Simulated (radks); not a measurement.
Values are calculated unless marked as measured or tabulated.
S II, configuration [Ne] 3s2 3p3. Level of theory: scalar-relativistic Kohn-Sham, SCAN, spin-unpolarised, spherical densities, finite nucleus; meta-GGA in the generalised Kohn-Sham scheme; Fermi nuclear charge, rms radius 3.2611 fm (a radial shooting solver on a logarithmic mesh with Libxc functionals).

Local quantities along the radius. ELF = 1/(1 + alpha^2) is the electron localisation function; alpha = (tau - tau_W)/tau_unif compares the Pauli kinetic energy density with that of the uniform gas. tau is taken from the large components.

| r (bohr) | ELF | alpha |
|---|---|---|
| 0.003528 | 1.000 | 0.01037 |
| 0.003977 | 1.000 | 0.01051 |
| 0.004485 | 1.000 | 0.01068 |
| 0.005097 | 1.000 | 0.01091 |
| 0.005747 | 1.000 | 0.01117 |
| 0.006479 | 1.000 | 0.01149 |
| 0.007306 | 1.000 | 0.01187 |
| 0.008237 | 1.000 | 0.01233 |
| 0.009287 | 1.000 | 0.01288 |
| 0.01047 | 1.000 | 0.01354 |
| 0.0119 | 1.000 | 0.01438 |
| 0.01342 | 1.000 | 0.01535 |
| 0.01513 | 1.000 | 0.01653 |
| 0.01706 | 1.000 | 0.01798 |
| 0.01923 | 1.000 | 0.01977 |
| 0.02169 | 1.000 | 0.02201 |
| 0.02445 | 0.999 | 0.02486 |
| 0.02779 | 0.999 | 0.02881 |
| 0.03133 | 0.999 | 0.03370 |
| 0.03533 | 0.998 | 0.04023 |
| 0.03983 | 0.998 | 0.04911 |
| 0.04491 | 0.996 | 0.06147 |
| 0.05063 | 0.994 | 0.07910 |
| 0.05709 | 0.989 | 0.1049 |
| 0.06489 | 0.979 | 0.1468 |
| 0.07316 | 0.959 | 0.2079 |
| 0.08249 | 0.916 | 0.3036 |
| 0.093 | 0.830 | 0.4533 |
| 0.1049 | 0.682 | 0.6824 |
| 0.1182 | 0.487 | 1.027 |
| 0.1333 | 0.332 | 1.417 |
| 0.1515 | 0.241 | 1.777 |
| 0.1708 | 0.226 | 1.848 |
| 0.1926 | 0.278 | 1.613 |
| 0.2172 | 0.393 | 1.243 |
| 0.2448 | 0.546 | 0.9116 |
| 0.2761 | 0.692 | 0.6666 |
| 0.3113 | 0.786 | 0.5225 |
| 0.3538 | 0.840 | 0.4365 |
| 0.3989 | 0.862 | 0.4000 |
| 0.4497 | 0.862 | 0.3996 |
| 0.5071 | 0.836 | 0.4432 |
| 0.5717 | 0.759 | 0.5638 |
| 0.6446 | 0.566 | 0.8754 |
| 0.7268 | 0.299 | 1.532 |
| 0.826 | 0.114 | 2.789 |
| 0.9314 | 0.084 | 3.310 |
| 1.05 | 0.157 | 2.321 |
| 1.184 | 0.406 | 1.210 |
| 1.335 | 0.698 | 0.6576 |
| 1.505 | 0.820 | 0.4690 |
| 1.697 | 0.853 | 0.4159 |
| 1.929 | 0.842 | 0.4333 |
| 2.175 | 0.800 | 0.5001 |
| 2.452 | 0.720 | 0.6235 |
| 2.765 | 0.581 | 0.8487 |
| 3.117 | 0.401 | 1.221 |
| 3.514 | 0.218 | 1.893 |
| 3.963 | 0.088 | 3.221 |
| 4.504 | 0.026 | 6.130 |
| 5.078 | 0.007 | 12.19 |
| 5.725 | 0.001 | 26.67 |
| 6.455 | 0.000 | 65.16 |

On this mesh the ELF has minima near r = 0.17, 0.93 bohr, which separate the shells, and maxima near 0.45 (0.86), 1.7 (0.85).

Self-consistent cycle (total energy in hartree, residual of the potential): 1: -398.356170, 2e+00; 2: -398.647558, 1e+00; 3: -398.792019, 5e-01; 4: -398.794986, 3e-01; 5: -398.797244, 6e-02; 6: -398.797384, 2e-02; 7: -398.797342, 6e-03; 8: -398.797306, 2e-03; 9: -398.797309, 5e-04; 10: -398.797314, 4e-04; 11: -398.797315, 4e-04; 12: -398.797316, 1e-04; 13: -398.797316, 4e-05; 14: -398.797315, 8e-05; 15: -398.797315, 1e-05; 16: -398.797315, 7e-06; 17: -398.797315, 1e-05; 18: -398.797315, 1e-06.
